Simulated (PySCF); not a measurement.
**OsO3(H2O) at several levels of theory**

Computed with PySCF 2.14.0 (density fitting, no spin-orbit coupling) at the geometry relaxed with TPSS:

```xyz
7
OsO3(H2O) (triplet)
Os   -0.1168   -0.2248    0.2248
O     0.7213    1.1806    0.8759
O    -0.7741   -1.3482    1.3482
O     0.7213   -0.8759   -1.1806
O    -0.8555    1.3212   -1.3212
H    -1.3755    2.0579   -0.9439
H    -1.3755    0.9439   -2.0579
```

```json
{"level": "TPSS", "basis": "Os def2-SVP with ECP60, O def2-SVP, H def2-SVP", "state": "triplet", "HOMO (eV)": "-4.92", "gap (eV)": "0.29", "charge on Os1 (e)": "0.85", "dipole about the centre of mass (D)": "6.04", "largest force component (eV/Å)": "0.02"}
{"level": "TPSS", "basis": "Os def2-TZVP with ECP60, O def2-TZVP, H def2-TZVP", "state": "triplet", "HOMO (eV)": "-5.06", "gap (eV)": "0.33", "charge on Os1 (e)": "1.16", "dipole about the centre of mass (D)": "5.93", "largest force component (eV/Å)": "0.28"}
{"level": "TPSS", "basis": "Os x2c-SVPall, O x2c-SVPall, H x2c-SVPall", "state": "triplet", "HOMO (eV)": "-5.12", "gap (eV)": "0.27", "charge on Os1 (e)": "0.59", "dipole about the centre of mass (D)": "6.02", "largest force component (eV/Å)": "0.56"}
```

HOMO and gap are taken over both spins. Charges are Mulliken's, which hang on the basis. The relaxation used the grid (50, 194), these runs (75, 302) or, all-electron (x2c bases, spin-free X2C Hamiltonian), (99, 590).

**Question.** Order these levels, in the first row's basis, by the HOMO–LUMO gap they give here, smallest first.
A. BP86
B. wB97X
C. TPSSh
D. PBE0

**Answer.** A (0.01 eV), C (1.38 eV), D (2.83 eV), B (7.28 eV).

**Question.** And their other results?

**Answer.** 
| level | state | HOMO (eV) | gap (eV) | charge on Os1 (e) | dipole about the centre of mass (D) | largest force component (eV/Å) |
| --- | --- | --- | --- | --- | --- | --- |
| PBE0 | triplet | -6.70 | 2.83 | 0.93 | 6.25 | 0.97 |
| wB97X | triplet | -9.16 | 7.28 | 0.94 | 6.36 | 1.23 |
| TPSSh | triplet | -5.68 | 1.38 | 0.91 | 6.16 | 0.38 |
| BP86 | triplet | -4.86 | 0.01 | 0.76 | 5.98 | 0.09 |

The relaxed state isn't the lowest spin state tried at its geometry. No frequency check is given that shows the relaxed geometry to be a minimum. Open shells may have lower solutions than the one found.

A gap near or under zero over both spins lies within a partly filled shell and is no excitation energy.
